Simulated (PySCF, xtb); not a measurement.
ZnCl, SMILES [Cl][Zn+], charge +1.

Harmonic wavenumbers (cm⁻¹) from GFN2-xTB (xtb) at its own minimum, in rising order: 351.

Problem. What does B3LYP-D3(BJ)/def2-TZVP (PySCF) give at its own minimum? (The exact figures need the calculation; the answer reports its results.)

Solution. 440. Paired by order, the mean absolute difference is 89 cm⁻¹ and the zero-point energies are 0.5 and 0.6 kcal/mol.
